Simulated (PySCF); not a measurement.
## EPR parameters of C7H9O

Compound: C7H9O (doublet state).
Structure used (GFN2-xTB), in Å, numbered top down from 1:
```
atom  x, y, z in Å
C1     3.0287   -0.9490   -1.0973
C2     2.2260    0.0639   -1.0948
C3     1.4035    1.0748   -1.0833
C4     0.0685    1.0821   -0.4366
O5    -0.6376    2.0948   -0.4697
C6    -0.3354   -0.1212    0.2111
C7    -1.6178   -0.2041    0.9282
C8    -2.1723   -1.6198    1.0351
H9     3.7685   -1.0890   -0.3252
H10    3.0054   -1.6913   -1.8793
H11    1.6698    2.0041   -1.5695
H12    0.3250   -0.9745    0.1979
H13   -2.3315    0.4734    0.4479
H14   -1.4713    0.1970    1.9423
H15   -1.4584   -2.2782    1.5255
H16   -3.0936   -1.6213    1.6120
H17   -2.3843   -2.0178    0.0456
```

The hyperfine couplings belong to this conformer and change with its torsions.

As a line formula: `C=C=CC(=O)[CH]CC` [radical].

Method: PySCF 2.14.0, UKS B3LYP, pcH-1 on C H O, non-relativistic, mean-field spin-orbit, GIAO. Geometry: GFN2-xTB, one conformer, isolated molecule. Couplings are sensitive to structure, and on GFN2-xTB geometries they can be far from those on DFT ones. Stability of the SCF solution: not tested.

- g1, g2, g3: 2.00212, 2.00388, 2.00688
- g_iso: 2.00429
- Form of g: rhombic: the two nearest values differ by 37 % of g3 − g1
- ⟨S²⟩: 0.7610 (exact 0.7500)
- α and β electrons: 30, 29
- HOMO–LUMO gap, α and β orbitals: 5.20, 3.61 eV

Isotropic coupling and dipolar principal values T1 to T3, in MHz:

```json
{"atom": "C1", "isotope": "13C", "a_iso": "-1.2", "T1": "-0.5", "T2": "-0.2", "T3": "0.7", "Mulliken spin population": "0.00"}
{"atom": "C2", "isotope": "13C", "a_iso": "0.6", "T1": "-2.2", "T2": "-0.4", "T3": "2.6", "Mulliken spin population": "0.01"}
{"atom": "C3", "isotope": "13C", "a_iso": "-2.8", "T1": "-1.7", "T2": "0.1", "T3": "1.5", "Mulliken spin population": "0.01"}
{"atom": "C4", "isotope": "13C", "a_iso": "-36.5", "T1": "-8.5", "T2": "1.4", "T3": "7.1", "Mulliken spin population": "-0.09"}
{"atom": "O5", "isotope": "17O", "a_iso": "-17.4", "T1": "-81.3", "T2": "40.3", "T3": "40.9", "Mulliken spin population": "0.26"}
{"atom": "C6", "isotope": "13C", "a_iso": "64.4", "T1": "-64.0", "T2": "-63.1", "T3": "127.2", "Mulliken spin population": "0.83"}
{"atom": "C7", "isotope": "13C", "a_iso": "-25.8", "T1": "-2.6", "T2": "0.5", "T3": "2.1", "Mulliken spin population": "-0.07"}
{"atom": "C8", "isotope": "13C", "a_iso": "13.0", "T1": "-1.6", "T2": "-1.4", "T3": "3.0", "Mulliken spin population": "0.01"}
{"atom": "H9", "isotope": "1H", "a_iso": "2.5", "T1": "-0.9", "T2": "-0.8", "T3": "1.7", "Mulliken spin population": "0.00"}
{"atom": "H10", "isotope": "1H", "a_iso": "2.4", "T1": "-0.9", "T2": "-0.8", "T3": "1.7", "Mulliken spin population": "0.00"}
{"atom": "H11", "isotope": "1H", "a_iso": "-1.7", "T1": "-2.0", "T2": "-0.9", "T3": "3.0", "Mulliken spin population": "0.00"}
{"atom": "H12", "isotope": "1H", "a_iso": "-51.2", "T1": "-30.5", "T2": "-1.4", "T3": "31.8", "Mulliken spin population": "-0.03"}
{"atom": "H13", "isotope": "1H", "a_iso": "43.5", "T1": "-5.0", "T2": "-1.9", "T3": "6.9", "Mulliken spin population": "0.02"}
{"atom": "H14", "isotope": "1H", "a_iso": "131.4", "T1": "-4.9", "T2": "-2.7", "T3": "7.6", "Mulliken spin population": "0.05"}
{"atom": "H15", "isotope": "1H", "a_iso": "-0.7", "T1": "-2.4", "T2": "-2.3", "T3": "4.7", "Mulliken spin population": "0.00"}
{"atom": "H16", "isotope": "1H", "a_iso": "0.3", "T1": "-1.7", "T2": "-1.4", "T3": "3.1", "Mulliken spin population": "0.00"}
{"atom": "H17", "isotope": "1H", "a_iso": "-1.2", "T1": "-3.0", "T2": "-2.1", "T3": "5.1", "Mulliken spin population": "0.00"}
```

The Mulliken spin populations are largest on C6 (+0.83), O5 (+0.26), C4 (-0.09) and C7 (-0.07). The positive populations add up to 1.20 and the negative ones to -0.20, together 2S = 1. The angles at C6 add up to 360.0°, so it is planar; its axial dipolar tensor and the negative coupling of its proton fit spin in a p orbital normal to that plane.

Axes: g3 points within 11° of the C4–O5 bond.

Under fast tumbling the dipolar parts average out, and these isotropic splittings remain: 2 × 1H (H13/H14, I = 1/2, 3 lines) with 3.12 mT, 1 × 1H (H12, I = 1/2, 2 lines) with 1.83 mT, 1 × 1H (H9, I = 1/2, 2 lines) with 0.09 mT, 1 × 1H (H10, I = 1/2, 2 lines) with 0.09 mT and 1 × 1H (H11, I = 1/2, 2 lines) with 0.06 mT.

Nuclei that the bonding pattern makes equivalent are averaged, as if the motion that swaps them (rotation, inversion, ring flip) were fast. H9 and H10 aren't averaged: C1 is flat or nearly so (angle sum 360°), and its turn about the short C1–C2 bond (1.29 Å) is taken as slow. The 1H value of +87.4 MHz is a mean of couplings from 43.5 to 131.4 MHz in this one geometry, not an average over conformers.

The 13C coupling of C6 (64.4 MHz) shows only in satellite lines or after enrichment, since that isotope makes up about 1.07 % of natural carbon.

The 17O coupling of O5 (-17.4 MHz) shows only in satellite lines or after enrichment, since that isotope makes up about 0.038 % of natural oxygen.
